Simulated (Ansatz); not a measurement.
Ansatz results at the PBE0-D4/def2-TZVP geometry: LUMO energy (PBE/def2-TZVPP) -0.34 eV; HOMO energy (ωB97M-V/def2-TZVPP) -10.15 eV; LUMO energy (ωB97M-V/def2-TZVPP) 1.92 eV.

Each molecule was computed in one conformer, which needn't be the lowest.

Problem. Which molecule gave them?
A. `N[SiH2]O[SiH](N)Cl`
B. `O[SiH](F)[SiH2]F`
C. `C=C[SiH2]O[SiH](F)F`
D. `C[SiH2]S[SiH2]Cl`

Solution. A. The others give `C[SiH2]S[SiH2]Cl`: -0.97, -9.74, 1.74; `O[SiH](F)[SiH2]F`: -1.99, -10.33, 0.62; `C=C[SiH2]O[SiH](F)F`: -1.66, -10.40, 1.47.
